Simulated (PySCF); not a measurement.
Several molecules and their computed UV-vis stick spectra, shuffled. Computed, not measured: TDDFT CAM-B3LYP/def2-SVPD, vertical, gas phase, core orbitals frozen in the response in PySCF 2.14.0, density-fitted response routines. Geometries: PBE0-D3(BJ)/def2-SVP; one conformer of each isolated species. Triplets are in the Tamm–Dancoff approximation. Relativistic effects are left out although some hold elements past zinc.

A. `FC/C=C\N=C\OC(F)F`
B. `C(#N)[SiH2]C#N`
C. `S(C)[As](SC)SC`
D. `F[C](F)(F)[GeH3]`

Lowest singlet levels (six at most, fewer where fewer were computed) with oscillator strengths:

1. 5.45 eV (f 0.000); 5.77 eV (f 0.600); 6.91 eV (f 0.008); 7.13 eV (f 0.094); 7.48 eV (f 0.007); 7.57 eV (f 0.015)
2. 4.48 eV (f 0.017); 4.50 eV (f 0.018); 4.74 eV (f 0.006); 5.12 eV (f 0.022); 5.17 eV (f 0.024); 5.22 eV (f 0.003); T1 3.89 eV
3. 8.72 eV (f 0.005); 8.98 eV (f 0.002 summed over 2 states); 9.28 eV (f 0.329); 9.29 eV (f 0.043 summed over 2 states); 9.34 eV (f 0.346 summed over 2 states); 9.59 eV (f 0.000); T1 7.87 eV
4. 6.84 eV (f 0.001); 6.88 eV (f 0.000); 7.18 eV (f 0.000); 7.20 eV (f 0.002); 7.21 eV (f 0.006); 7.30 eV (f 0.002); T1 5.67 eV

Question: Match each spectrum to its molecule.

Answer: 1 = A, 2 = C, 3 = D, 4 = B.
- A: S1 at 5.45 eV, HOMO-1→LUMO (95%); Löwdin shares by element: HOMO carbon 62% or more, nitrogen 14% (atoms not listed hold the other 24%); LUMO carbon 58% or more, nitrogen 16% (atoms not listed hold the other 26%); HOMO -8.61 and LUMO -0.28 eV.
- B: S1 at 6.84 eV, HOMO→LUMO (54%), HOMO-3→LUMO+2 (16%), HOMO-2→LUMO+1 (11%); Löwdin shares by element: HOMO nitrogen 38%, carbon 32% (atoms not listed hold the other 30%); LUMO carbon 35%, silicon 25%, nitrogen 16% or more (atoms not listed hold the other 24%); HOMO -11.72 and LUMO -0.51 eV; point group C2v, 2 of its 6 listed states under f = 0.0005.
- C: S1 at 4.48 eV, HOMO→LUMO/LUMO+1 (≥75%); Löwdin shares by element: HOMO sulfur 68%, arsenic 21%; LUMO (one of a set within 0.03 eV) sulfur 46%, arsenic 36% (atoms not listed hold the other 18%); HOMO -7.67 and LUMO 0.06 eV.
- D: S1 at 8.72 eV, HOMO→LUMO (72%), HOMO→LUMO+1 (27%); Löwdin shares by element: HOMO fluorine 28% or more, carbon 24%, germanium 24% (atoms not listed hold the other 24%); LUMO germanium 56%, hydrogen 32%; HOMO -10.94 and LUMO 0.71 eV; point group C3v, 1 of its 9 listed states under f = 0.0005.

A slash joins orbitals within 0.01 eV of each other, whose weights are summed (≥ marks a lower bound).
